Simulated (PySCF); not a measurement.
## Fractional electron number in Cu (copper, neutral)

The 4s alpha orbital of [Ar] 3d10 4s1 is emptied in steps (occupation f), with all orbitals relaxed, ending at [Ar] 3d10. Computed with PySCF 2.14 in aug-pcseg-2, with the non-relativistic Hamiltonian (point nucleus). The exact energy is a straight line in f; departures are measured from the line between the end points of the same method.

```csv
f,BHandHLYP (eV),wB97X (eV),CAM-B3LYP (eV)
1,0.000,0.000,0.000
0.9,-0.149,-0.031,-0.124
0.7,-0.350,-0.070,-0.292
0.5,-0.419,-0.078,-0.350
0.3,-0.355,-0.059,-0.297
0.1,-0.154,-0.022,-0.128
0,0.000,0.000,0.000
```

Problem. For wB97X, how does the orbital energy at f = 1 compare with the removal energy?

Solution. −ε = 7.176 eV against a total-energy difference of 7.527 eV. By Janak's theorem ε = ∂E/∂f, so the gap between them reflects the curvature. Along the path −ε is 7.253 (f = 0.9), 7.411 (f = 0.7), 7.560 (f = 0.5), 7.677 (f = 0.3), 7.738 (f = 0.1) eV.

```tsv
method	E(f=0) − E(f=1) (eV)	−ε at f=1 (eV)	−ε at f=0.5 (eV)
BHandHLYP	7.502	5.851	7.487
wB97X	7.527	7.176	7.560
CAM-B3LYP	7.910	6.535	7.896
```

Reference removal energy between the ground levels: 7.726 eV (measured; NIST Atomic Spectra Database, ionization energies).
